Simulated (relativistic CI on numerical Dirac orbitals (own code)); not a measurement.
## Radial parameters of Ar⁺

These numbers are calculated, not measured: Dirac-Coulomb-Breit CI, KLI orbitals optimised for each configuration, model QED, valence Slater integrals scaled by 0.85, P86 correlation energy added to each configuration (own radial code, finite nucleus).

Slater integrals F^k, G^k are unscaled and averaged over j, outside the closed core [Ne]; ζ comes from projecting the Hamiltonian with its Breit term on Σ l·s of the shell.

- 3s²3p⁵: ζ(3p) = 964.87 cm⁻¹; <r>(3p) = 1.56, <r^2>(3p) = 2.871 (bohr units).
- 3s²3p⁴3d: F^2(3p,3p) = 65380, ζ(3p) = 1036.9, F^2(3p,3d) = 40767, G^1(3p,3d) = 49748, G^3(3p,3d) = 29109, ζ(3d) = -2.5668 cm⁻¹; <r>(3p) = 1.526, <r^2>(3p) = 2.747, <r>(3d) = 2.655, <r^2>(3d) = 9.071 (bohr units).
- 3s²3p⁴4s: F^2(3p,3p) = 67143, ζ(3p) = 1073.4, G^1(3p,4s) = 4571.1 cm⁻¹; <r>(3p) = 1.491, <r^2>(3p) = 2.613, <r>(4s) = 4.052, <r^2>(4s) = 18.56 (bohr units).

In this model ζ of a weakly bound d, f or g electron outside closed shells comes out too small, for d by up to a factor of two or three and at times with the wrong sign; that of an outer p electron is too small as well.

Correlation outside the listed configurations is missing or only estimated: errors of thousands of cm⁻¹ between configurations and terms are usual at this charge. Rates and lifetimes follow the computed energies and can be off by large factors. The fine structure of a lone outer electron comes out too small, for d and f at times inverted, and misplaced configurations move strength between like terms. 30 of the 34 excited levels that our extract of the measured tables holds in this range could be paired (the sources list more); they are missed by 5810 cm⁻¹ on average and 12150 at most, and levels without a partner can miss by more.

Averages of the first 10 configurations, taken without configuration mixing, which lowers the lowest level and can move excited configurations by several eV; other configurations of the list can lie among them:

```csv
Configuration,Parity,States,Average energy above the lowest level (eV)
3s²3p⁵,odd,6,1.4
3s3p⁶,even,2,20.2
3s²3p⁴3d,even,150,20.7
3s²3p⁴4s,even,30,19.2
3s²3p⁴4p,odd,90,21.8
3s3p⁵3d,odd,120,38.4
3s²3p⁴5s,even,30,24.8
3s²3p⁴4d,even,150,25.3
3s²3p⁴5p,odd,90,25.8
3s²3p⁴4f,odd,210,26.6
```
